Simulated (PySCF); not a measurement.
# Spin-orbit coupling and the fourth ionisation energy along group 15

Two-component X2C-1e calculated with PySCF 2.14: MP2 on generalised Hartree-Fock spinors (GMP2), with spin-orbit coupling off and on (screened by Boettger's factors); no Breit or QED terms. Values in eV; the references (NIST) lie between the lowest levels. Elements whose determinants are no pure J levels are left out.

| element | configurations | spin-free | with spin-orbit | shift | reference |
| --- | --- | --- | --- | --- | --- |
| N (x2c-SVPall-2c, 1s2 frozen) | [He] 2s2 → [He] 2s1 | 75.762 | 75.762 | 0.000 | 77.474 |
| P (x2c-SVPall-2c, [Ne] frozen) | [Ne] 3s2 → [Ne] 3s1 | 50.628 | 50.628 | 0.000 | 51.444 |
| As (x2c-SVPall-2c, [Ne] frozen) | [Ar] 3d10 4s2 → [Ar] 3d10 4s1 | 48.804 | 48.805 | 0.001 | 50.15 ± 0.06 |
| Sb (x2c-SVPall-2c, [Ar] 3d10 frozen) | [Kr] 4d10 5s2 → [Kr] 4d10 5s1 | 42.473 | 42.475 | 0.002 | 43.804 ± 0.025 |
| Bi (x2c-SVPall-2c, [Kr] 4d10 4f14 frozen) | [Xe] 4f14 5d10 6s2 → [Xe] 4f14 5d10 6s1 | 44.400 | 44.433 | 0.033 | 45.37 ± 0.06 |

What remains against the references is mostly the basis and correlation beyond MP2.
